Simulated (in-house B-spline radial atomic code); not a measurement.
The numbers below are computed, except where a source is named.
Br in an electron gas of r_s = 3.3: phase shifts, screening and friction

A nucleus sits in a uniform electron gas with a rigid positive background. The Kohn-Sham equations are solved self-consistently in the spin-unpolarised LDA (PW92), non-relativistic, on B-splines with outgoing waves at the boundary and partial waves to l = 8. The model has no lattice, no bands and no magnetic solution. Atomic units; δ_l are the phase shifts at the Fermi level, counted so that each bound state adds π, and good to about 0.0005.

The density parameter is r_s = 3.3 bohr.

| l | δ_l (rad) |
| --- | --- |
| 0 | 11.5405 |
| 1 | 8.8412 |
| 2 | 3.3630 |
| 3 | 0.0156 |
| 4 | -0.0006 |
| 5 | 0.0001 |
| 6 | 0.0000 |
| 7 | 0.0002 |
| 8 | 0.0001 |

Bound levels below the band bottom (hartree): s -8.143, p -6.033, d -2.257, s -0.4898, p -0.08703 and deeper ones.

Question: Check the Friedel sum rule, and say where the screening charge sits.

Answer: k_F = (9π/4)^(1/3)/r_s = 0.58156. The rule is Z = (2/π) Σ (2l + 1) δ_l. The terms are s 7.347, p 16.885, d 10.705, f 0.070 and 0.000 beyond, in all 35.007 against Z = 35. Bound states hold 8 s, 18 p, 10 d electrons, so the scattering states carry -0.99 in all; where a term is smaller than its bound count, the bound level has drawn weight out of the band.

Question: Find the transport cross section and the electronic stopping of a 2 keV Br ion (mass 79.9 u).

Answer: σ_tr = (4π/k_F²) Σ (l + 1) sin²(δ_l − δ_(l+1)). The terms for l = 0 to 3 are 0.1832, 1.0392, 0.1253, 0.0010, all together 1.3487, so σ_tr = 37.155 × 1.3487 = 50.111 bohr². With n = 3/(4π r_s³) = 0.006643, the friction coefficient is Q = n k_F σ_tr = 0.1936. For v well below v_F = 0.582, dE/dx = Q v; with 24801 eV per u at v = 1, v = √(2000/(24801 × 79.9)) = 0.0318, so dE/dx = 0.00615 hartree/bohr = 3.16 eV/nm. The largest term couples the p and d waves.
